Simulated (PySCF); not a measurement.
H4Si2, charge -1, doublet, geometry from GFN2-xTB (a state made from the parent by changing its charge; the spin is typed, not shown lowest) (in this run its highest filled SCF level lies above zero, so its values depend strongly on the basis, on diffuse functions most of all); SVWN5/pcseg-1 (PySCF).

The PySCF input:
```python
from pyscf import gto, scf, dft

mol = gto.Mole()
mol.atom = '''
    Si    0.026966    0.959268    0.752761
    H    -0.501920    2.081281   -0.050370
    Si    0.001772   -0.804460   -0.558020
    H     0.839805   -0.898939   -1.808743
    H    -1.275548   -1.392035   -1.104597
    H     0.535330   -1.957621    0.237334
'''
mol.basis = 'pcseg-1'
mol.charge = -1
mol.spin = 1
mol.verbose = 4
mol.build()

mf = dft.UKS(mol)
mf.xc = 'lda,vwn'
mf.kernel()
```

Q: Write the output that PySCF gives for this input, abridged.

A: 
```
PySCF version 2.14.0

[INPUT] verbose = 4
[INPUT] num. atoms = 6
[INPUT] num. electrons = 33
[INPUT] charge = -1
[INPUT] spin (= nelec alpha-beta = 2S) = 1
[INPUT] symmetry False subgroup None
[INPUT] Mole.unit = angstrom
[INPUT] Symbol           X                Y                Z      unit          X                Y                Z       unit  Magmom
[INPUT]  1 Si     0.026966000000   0.959268000000   0.752761000000 AA    0.050958354675   1.812753800059   1.422512127254 Bohr   0.0
[INPUT]  2 H     -0.501920000000   2.081281000000  -0.050370000000 AA   -0.948491336442   3.933051078261  -0.095185504894 Bohr   0.0
[INPUT]  3 Si     0.001772000000  -0.804460000000  -0.558020000000 AA    0.003348594693  -1.520209078168  -1.054504972030 Bohr   0.0
[INPUT]  4 H      0.839805000000  -0.898939000000  -1.808743000000 AA    1.587001448040  -1.698748512690  -3.418028899724 Bohr   0.0
[INPUT]  5 H     -1.275548000000  -1.392035000000  -1.104597000000 AA   -2.410436378737  -2.630564905809  -2.087385808016 Bohr   0.0
[INPUT]  6 H      0.535330000000  -1.957621000000   0.237334000000 AA    1.011627086263  -3.699367545697   0.448496260048 Bohr   0.0

nuclear repulsion = 77.5650152751871
number of shells = 14
number of NR pGTOs = 116
number of NR cGTOs = 56
basis = pcseg-1
ecp = {}

******** <class 'pyscf.dft.uks.UKS'> ********
method = UKS
initial guess = minao
damping factor = 0
level_shift factor = 0
DIIS = <class 'pyscf.scf.diis.CDIIS'>
diis_start_cycle = 1
diis_space = 8
diis_damp = 0
SCF conv_tol = 1e-09
SCF conv_tol_grad = None
SCF max_cycles = 50
direct_scf = True
direct_scf_tol = 1e-13
number electrons alpha = 17  beta = 16
XC library pyscf.dft.libxc version 7.1.2
    S. Lehtola, C. Steigemann, M. J. T. Oliveira, and M. A. L. Marques,  SoftwareX 7, 1–5 (2018)
XC functionals = lda,vwn
    P. A. M. Dirac,  Math. Proc. Cambridge Philos. Soc. 26, 376 (1930)
    F. Bloch,  Z. Phys. 57, 545 (1929)
    S. H. Vosko, L. Wilk, and M. Nusair,  Can. J. Phys. 58, 1200 (1980)
radial grids:
    Treutler-Ahlrichs [JCP 102, 346 (1995); DOI:10.1063/1.469408] (M4) radial grids

becke partition: Becke, JCP 88, 2547 (1988); DOI:10.1063/1.454033
pruning grids: <function nwchem_prune>
grids dens level: 3
symmetrized grids: False
atomic radii adjust function: <function treutler_atomic_radii_adjust>
small_rho_cutoff = 0
Set gradient conv threshold to 3.16228e-05
tot grids = 77592
init E= -578.832739329021

cycle= 1 E= -578.952077446713  delta_E= -0.119  |g|= 0.16  |ddm|= 1.83
cycle= 2 E= -578.947065136109  delta_E= 0.00501  |g|= 0.19  |ddm|= 1.01
cycle= 3 E= -578.983584240479  delta_E= -0.0365  |g|= 0.0252  |ddm|= 0.564
cycle= 4 E= -578.984116856275  delta_E= -0.000533  |g|= 0.00808  |ddm|= 0.0752
cycle= 5 E= -578.984178063345  delta_E= -6.12e-05  |g|= 0.00263  |ddm|= 0.0318
cycle= 6 E= -578.984184216318  delta_E= -6.15e-06  |g|= 0.000606  |ddm|= 0.00908
cycle= 7 E= -578.984184549869  delta_E= -3.34e-07  |g|= 0.000258  |ddm|= 0.00321
cycle= 8 E= -578.984184628942  delta_E= -7.91e-08  |g|= 3.57e-05  |ddm|= 0.00101
cycle= 9 E= -578.984184630156  delta_E= -1.21e-09  |g|= 6.42e-06  |ddm|= 0.000105
cycle= 10 E= -578.984184630204  delta_E= -4.87e-11  |g|= 2.06e-06  |ddm|= 3.76e-05
Extra cycle  E= -578.984184630204  delta_E= 2.27e-13  |g|= 2.01e-06  |ddm|= 1.94e-05
converged SCF energy = -578.984184630204  <S^2> = 0.75149389  2S+1 = 2.0014933
```
